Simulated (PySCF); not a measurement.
Task: Write Cartesian coordinates for `C[SiH2][SiH2]N=C` as optimised with PBE0-D3(BJ)/def2-SVP.

Result: 
```
atom  x, y, z in Å
C1    -2.5869    0.9849    0.1115
N2    -1.5981    0.3119   -0.2909
Si3   -0.9056   -1.0928    0.5172
Si4    1.2370   -0.4041    1.1745
C5     2.1288    0.3311   -0.3117
H6    -3.1840    0.7491    1.0197
H7    -2.9207    1.8796   -0.4477
H8    -0.8242   -2.1885   -0.4955
H9    -1.7430   -1.5709    1.6739
H10    1.0852    0.6212    2.2574
H11    1.9938   -1.5622    1.7506
H12    2.3021   -0.4388   -1.0789
H13    1.5070    1.1214   -0.7589
H14    3.0999    0.7626   -0.0262
```

Any rigid rotation of these coordinates is as good. Atoms count from 1 in this order. Si3 (SiH2 silicon) is distorted tetrahedral (angles from 104.7° to 112.8°). Si4 (SiH2 silicon) is tetrahedral (angles from 107.6° to 111.5°).

Bonds between heavy atoms (Å): C1=N2 1.262, N2–Si3 1.762, Si3–Si4 2.345, Si4–C5 1.883.

Theory: PBE0-D3(BJ)/def2-SVP geometry optimisation, gas phase (PySCF).

Point group: C1 (no symmetry element, even within 0.4 Å). No frequency check. One conformer, not necessarily the lowest (C1–N2–Si3–Si4 -114°, N2–Si3–Si4–C5 -51°).
